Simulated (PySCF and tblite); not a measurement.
The numbers below are computed, except where a source is named.
System: C4H11NSi, numbered as in [CH2:1]1[CH2:2][SiH2:3][CH2:4][CH2:5][NH:6]1.

Level: PBE0/pcSseg-1 + D3(BJ) on GFN2-xTB stationary points, with GFN2-xTB thermal terms. Rate constants are transition-state-theory values, counting equivalent paths, without tunnelling. (PySCF 2.14 with density fitting, tblite 0.8.)

(1) Estimate the barrier and the room-temperature rate of the pyramidal inversion at N6.

## Answers

(1) The electronic barrier is 3.5 kcal/mol and ΔG‡(298 K) 2.3 kcal/mol, over a Cs saddle with an imaginary mode of 657i cm⁻¹ (GFN2-xTB). With 1 equivalent path, k is 1.3×10¹¹ s⁻¹, a mean lifetime of the start of 7.9 ps against this motion. The end lies 0.9 kcal/mol below the start in free energy.
